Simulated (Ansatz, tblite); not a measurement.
Forces on the cluster Cd₂Se⁺ at its PBE0-D4/def2-TZVP geometry. Total charge 1; doublet.

In the def2 sets Cd takes a core potential; there is no spin–orbit coupling. The xTB rows come from tblite. The structure comes from a short search, and lower isomers may exist.

GFN1-xTB (tblite), largest force 0.91 eV/Å:

```xyz
3
positions Å, forces eV/Å
Cd    0.085   -1.201   -1.803   -0.242    0.344   -0.175
Cd    0.388    0.488    2.076   -0.236    0.376   -0.102
Se   -0.473    0.713   -0.274    0.477   -0.720    0.276
```

GFN2-xTB (tblite), largest force 0.55 eV/Å:

```
Cd -0.019 -0.250 -0.493
Cd 0.060 0.189 0.516
Se -0.040 0.061 -0.023
```

PBE0-D4/def2-TZVP (Ansatz), largest force 0.01 eV/Å:

```
Cd 0.000 0.005 0.007
Cd -0.002 -0.002 -0.008
Se 0.002 -0.003 0.001
```
